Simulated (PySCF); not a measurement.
MnO3F, singlet: molecular constants

Level of theory: PySCF, PBE0, basis Mn def2-SVP, O def2-SVP, F def2-SVP (no relativity, density fitting).

The structure is a minimum.

Z-matrix (Å, degrees; charge 0 multiplicity 1):
```
Mn
O  1 1.5330
O  1 1.5330 2 110.50
O  1 1.5330 2 110.50 3 -122.61
F  1 1.6914 2 108.42 3 118.70
```

```
Point group                                                                   : C3v
Bond lengths                                                                  : Mn–F 1.691 Å, Mn–O 1.533 Å (×3)
Bond angles                                                                   : F–Mn–O 108.4° (×3), O–Mn–O 110.5° (×3)
Principal quadrupole moments (Buckingham, traceless) about the centre of mass : -0.54, 0.27, 0.27 D Å
Atomisation energy without zero-point energy                                  : 1384 kJ/mol
Entropy at 298.15 K and 1 bar                                                 : 291.0 J/(mol K)
Highest occupied level                                                        : -10.36 eV
Dipole moment                                                                 : 0.34 D
Rotational symmetry number                                                    : 3
Principal polarisabilities                                                    : 28.4, 34.2, 34.2 bohr³
Rotational constants                                                          : 0.1661, 0.1457, 0.1457 cm⁻¹
Enthalpy at 298.15 K above 0 K                                                : 14.73 kJ/mol
Heat capacity Cp at 298.15 K                                                  : 71.2 J/(mol K)
Zero-point energy                                                             : 35.8 kJ/mol
Lowest empty level                                                            : -5.66 eV
```

Harmonic modes (masses in u: Mn 54.938, O 15.995, F 18.998):
```tsv
symmetry	ω (cm⁻¹)	IR (km/mol, summed over degenerate members)	type
e	309	4.5	bend
a1	399	5.1	bend
e	442	1.3	bend
a1	758	83.2	stretch
a1	1080	30.7	stretch
e	1126	271	stretch
```

In C3v the vibrations span 3e + 3a1.

Charges (e):
```
  atom  Mulliken  Löwdin  polar tensor  Mayer order to Mn1
   Mn1      1.20    0.35          1.73                   –
O2,3,4     -0.29   -0.06         -0.42                1.74
    F5     -0.32   -0.17         -0.45                0.85
```

Mulliken populations on Mn1: s 6.08, p 12.58, d 5.12, f 0.02.

Outer orbital energies (eV). occupied: -14.90, -13.04, -12.43, -12.43, -11.88, -10.96, -10.96, -10.36; empty: -5.66, -5.66, -4.42, -3.13.

Formally Mn is in oxidation state +7, d0. The polar-tensor charge on Mn, 1.73, is far below the formal one.

Stability towards spin polarisation was not tested. Other isomers or separated fragments may lie lower.

The final relaxation and frequency run took 52 s on 2 threads of a shared Arm Neoverse N1 host, with 87 basis functions and 11 gradients; the process peaked at 1.2 GiB. Launch command: `OMP_NUM_THREADS=2 python axn.py task.json out`.
